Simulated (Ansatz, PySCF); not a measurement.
Species: sum formula GeOCl2, charge 0, multiplicity 1. 
Structure (B3LYP-D3(BJ)/def2-TZVP (Ansatz, a first-principles code) minimum search):
SMILES: [Cl][Ge](=[O])[Cl]
```xyz
4

Ge    -0.3016    -0.2691    -0.0380
O     -1.5147    -1.3513    -0.1907
Cl    -0.3032     1.7434    -0.7324
Cl     1.5837    -0.6010     0.8936
```

Dipole moments at this geometry, in debye (magnitudes).

```tsv
level	program	dipole (D)
PBE/def2-TZVPD	Ansatz	2.46
revPBE/def2-TZVPD	Ansatz	2.44
B97M-V/def2-TZVPD	Ansatz	2.56
B3LYP/def2-TZVPD	Ansatz	2.69
PBE0/def2-TZVPD	Ansatz	2.73
r2SCANh/def2-TZVPD	Ansatz	2.66
r2SCAN0/def2-TZVPD	Ansatz	2.80
M06-2X/def2-TZVPD	PySCF	3.00
HSE06/def2-TZVPD	Ansatz	2.72
LC-wPBE/def2-TZVPD	Ansatz	2.87
wB97M-V/def2-TZVPD	Ansatz	2.84
wB97X-V/def2-TZVPD	Ansatz	2.84
CCSD(T)/def2-SVPD	Ansatz	(withheld)
```

What belongs in the gaps?


- CCSD(T)/def2-SVPD, dipole (D): 2.71
